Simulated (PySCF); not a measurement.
Electronic structure of C+ (carbon, charge +1) at the UHF level

Configuration: [He] 2s2 2p1, 2P determinant. Computed with PySCF 2.14 in aug-cc-pVDZ (4s3p2d, 23 functions), with the non-relativistic Hamiltonian (point nucleus).

* Total energy: -37.290253 hartree
* One-electron energy: -47.5353 hartree
* Hartree (Coulomb) energy: 14.9809 hartree
* Exchange energy: -4.7359 hartree
* Kinetic energy: 37.17318 hartree
* ⟨S²⟩: 0.7562
* ⟨L²⟩: 2.016
* Sum of ⟨r⟩: 4.982 bohr
* Sum of ⟨r²⟩: 8.165 bohr²
* Traceless quadrupole moment −½Σ⟨3z² − r²⟩ along its main axis: -1.11 e·bohr²
* Density at the nucleus (Gaussians lack the cusp): 123 bohr⁻³
* Spin density at the nucleus: 0.0690 bohr⁻³
* Langevin diamagnetic susceptibility: -6.47 ×10⁻⁶ cm³/mol
* Time after the integrals: 0.05 s of wall time on 1 thread of Neoverse-V1 (shared host)

```
shell  electrons  mean orbital energy (eV)  rms radius, mean of both spins (bohr)
 1s α          1                   -324.48                                  0.311
 1s β          1                   -323.66                                  0.311
 2s α          1                   -33.327                                   1.62
 2s β          1                   -29.628                                   1.62
 2p α          1                   -24.838                                   1.65
```
